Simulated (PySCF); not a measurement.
This PySCF input asks for the NMR shieldings of `CC(=O)O[SiH2]B(F)F`, C2H5BF2O2Si; the geometry comes from PBE0-D3(BJ)/def2-SVP.

```python
import basis_set_exchange as bse
import numpy as np
from pyscf import gto, dft
from pyscf.prop import nmr

atoms = """
C     2.001795   -0.343222    0.024944
C     0.553622   -0.074403   -0.165828
O    -0.246122   -1.022426   -0.337506
O     0.172417    1.152379   -0.140678
Si   -1.612827    1.354810   -0.357966
B    -1.825539   -0.691695   -0.527976
F    -2.148388   -1.159943   -1.761893
F    -2.447492   -1.313937    0.506236
H     2.301252    0.025528    1.017186
H     2.209845   -1.414318   -0.062262
H     2.574976    0.227809   -0.719204
H    -1.689770    2.284060   -1.522452
H    -1.995500    2.108890    0.871701
"""
names = dict.fromkeys(["C", "O", "Si", "B", "F", "H"], "pcSseg-2")
basis = {el: gto.basis.parse(bse.get_basis(n, elements=[el], fmt="nwchem")) for el, n in names.items()}
mol = gto.M(atom=atoms, basis=basis, charge=0, verbose=0)
mf = dft.RKS(mol, xc="GGA_XC_KT3")
mf.grids.level = 2
mf.grids.alignment = dft.numint.BLKSIZE   # the property module wants whole blocks of grid points
mf.conv_tol = 1e-9
mf.kernel()

calc = nmr.RKS(mf)   # GIAO
sigma = calc.kernel()   # uncoupled for a functional without exact exchange
for i, s in enumerate(sigma):   # ppm
    print("%2d %-2s %9.2f" % (i, mol.atom_pure_symbol(i), np.trace(s) / 3))
```

Q: What are the results?

A: 
```
 0 C     161.18
 1 C       0.30
 2 O     -29.54
 3 O      79.22
 4 Si    361.12
 5 B      93.56
 6 F     304.99
 7 F     305.27
 8 H      29.16
 9 H      29.24
10 H      29.17
11 H      26.55
12 H      26.55
```

These numbers come from an equivalent density-fitted implementation of the same equations, which agrees with the script to about 0.01 ppm for H and up to a few tenths of a ppm for heavy atoms, so last digits may differ.

Size and cost of the density-fitted run: 365 basis functions, 95 s wall time on 1 thread of an Arm Neoverse V1, shared host; peak memory 1.2 GiB.
